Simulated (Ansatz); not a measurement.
`FC(F)[O][GaH2]`, one more setting.

```yaml
crystal:
  periodic: [false, false, false]
  atoms:
    - {symbol: F, position_ang: [-0.174370, -1.212765, 1.728977]}
    - {symbol: C, position_ang: [0.178294, -0.238169, 1.151181]}
    - {symbol: F, position_ang: [0.953675, -0.605148, -0.007800]}
    - {symbol: O, position_ang: [-0.355919, 0.901298, 0.689299]}
    - {symbol: Ga, position_ang: [-0.481244, 0.531193, -1.164248]}
    - {symbol: H, position_ang: [1.125217, 0.247116, 1.541717]}
    - {symbol: H, position_ang: [0.332828, 1.681468, -1.757855]}
    - {symbol: H, position_ang: [-1.757891, -0.487399, -1.872122]}
basis:
  gaussian: {orbitals: def2-mTZVP}
magnetization: {spin_polarized: true, initial_magnetization: 0}
hamiltonian: {xc: {name: BLYP}, dispersion: d3bj}
scf: {lower_state_search: light}
output: {forces: true}
```

```sh
$ ansatz run in.yaml --threads 4 --pin off --events-out ev --progress --plain --max-ram 10444MiB
```

It prints (some lines left out):

```
Functional definition: BLYP
1129 factors; their error is unknown
mean field evaluation 1: about -60938.0652 eV, gradient 5.5e1 eV
mean field evaluation 2: about -60841.0263 eV, gradient 1.4e2 eV
mean field evaluation 4: about -60946.2057 eV, gradient 1.3e1 eV
mean field evaluation 8: about -60946.7039 eV, gradient 1.9e-1 eV
mean field evaluation 16: about -60946.6724 eV, gradient 1.3e-3 eV
mean field -60946.67236215 eV, -2239.7488981708 hartree, gradient 3.0e-5 eV, S^2 0.000000; 0 other end points of the search recorded, 0 dependent functions left out
reference -60946.67269859 eV, -2239.7489105347 hartree; 33, 33 occupied and 93, 93 virtual orbitals, 1129 factors
Total energy: -60946.94085335 eV, -2239.7587650403 hartree
Atom 0 at    -0.174370    -1.212765     1.728977 Å, force    -5.052669    -7.616028     3.936488 eV/Å
Atom 1 at     0.178294    -0.238169     1.151181 Å, force     9.023284    11.511568    -1.748989 eV/Å
Atom 2 at     0.953675    -0.605148    -0.007800 Å, force     0.984332    -3.189226    -3.697994 eV/Å
Atom 3 at    -0.355919     0.901298     0.689299 Å, force    -4.322734    -0.453222     0.374832 eV/Å
Atom 4 at    -0.481244     0.531193    -1.164248 Å, force    -1.827454    -0.583145    -1.267751 eV/Å
Atom 5 at     1.125217     0.247116     1.541717 Å, force    -0.532457    -0.936694     2.175240 eV/Å
Atom 6 at     0.332828     1.681468    -1.757855 Å, force     0.334469     0.367244    -0.585281 eV/Å
Atom 7 at    -1.757891    -0.487399    -1.872122 Å, force     1.393230     0.899504     0.813455 eV/Å
Dipole moment:     0.016765    -0.119902    -0.033979 e Å
```

It took 1.8 s on 4 threads of an Arm Neoverse V2 on a shared host, with 0.4 GiB of host memory at the peak.
